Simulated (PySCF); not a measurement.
```xyz
5
charge 0 multiplicity 1, angstrom
Ti    0.0000    0.0000    0.0000
H    -0.9777   -0.9777    0.9777
H    -0.9777    0.9777   -0.9777
H     0.9777    0.9777    0.9777
H     0.9777   -0.9777   -0.9777
```

Computed with PBE0/[Ti def2-TZVP, H def2-TZVP], no relativity, density fitting, PySCF.

This geometry of TiH4 is a stationary point at this level.

What is the point group?

Td.

Is it a minimum?

Yes: all harmonic wavenumbers are real.

List the harmonic modes with their infrared intensities.


```csv
symmetry,ω (cm⁻¹),"IR (km/mol, summed over degenerate members)"
t2,517,525
e,591,0.0
t2,1748,1375
a1,1810,0.0
```

What is the atomisation energy, with and without zero-point energy?

984 kJ/mol without, 925 kJ/mol with.

In Td the vibrations span 2t2 + e + a1. The a1, e modes carry no infrared intensity, as symmetry demands.

Stability towards spin polarisation was not tested. Other isomers or separated fragments may lie lower.
